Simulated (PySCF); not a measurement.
Vertical excitations of a molecule CH5F2NOSi from TDA-PBE/def2-SVPD (PySCF), as energy in eV (oscillator strength): 5.41 (0.008), 6.50 (0.008), 6.66 (0.018), 7.42 (0.021), 7.63 (0.038), 7.79 (0.003), 8.15 (0.059), 8.16 (0.025), 8.35 (0.028), 8.42 (0.021). Lowest triplet (TDA): 5.25 eV. Geometry optimised at r2SCAN-D4/def2-SVP. Other conformers were not sampled.

Task: Which molecule gave these data?
(A) CO[Si](N)(F)F
(B) CN[Si](O)(F)F
(C) N[Si@](O)(F)CF
(D) NC[Si](O)(F)F

Result: B, CN[Si](O)(F)F
